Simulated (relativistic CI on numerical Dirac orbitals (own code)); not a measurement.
# Zn4+: 3d valence photoemission

Computed with this model: Dirac-Coulomb-Breit CI, KLI orbitals optimised for each configuration, model QED (radiative potential, 1s self-energy scaled to tabulated hydrogen-like ionisation energies), valence Slater integrals scaled by 0.8, multiplet model of photoemission in the sudden approximation; configurations [Ar] 3d8 → [Ar] 3d7; 300 K; Lorentzian 0.42 eV and Gaussian 0.5 eV FWHM. Energies are those of the free ion, without screening or charge transfer. The energies are binding energies and can lie tens of eV above those of solids. S is read from ⟨S²⟩ = S(S + 1).

Field parameters in Wybourne normalisation: Oh B⁴₀ = 21Dq, B⁴₄ = √(5/14) B⁴₀. The field is a parameter set, without covalency.

Computed curve for Oh, 10Dq = 22600 cm⁻¹, scaled to 100 at the maximum (points under 2 are left out and the grid is thinned):

```csv
Energy (eV),Intensity
80.9,2.1
81.1,2.6
81.3,3.3
81.5,4.2
81.7,5.7
81.9,8.3
82.1,13.4
82.3,24.6
82.5,46.8
82.7,77.7
82.8,90.8
83.0,100.0
83.2,89.4
83.4,73.1
83.6,53.2
83.8,32.2
84.0,17.9
84.2,10.9
84.4,7.8
84.6,6.6
84.8,6.6
85.0,8.2
85.2,12.3
85.4,20.0
85.6,30.0
85.8,34.7
86.0,29.0
86.2,19.3
86.4,13.8
86.6,12.9
86.7,12.8
86.9,11.3
87.1,8.2
87.3,6.0
87.5,5.7
87.7,6.2
87.9,5.8
88.1,4.3
88.3,2.9
88.5,2.1
```

The ground state has S = 1.00, and the centroid lies at 84.05 eV.
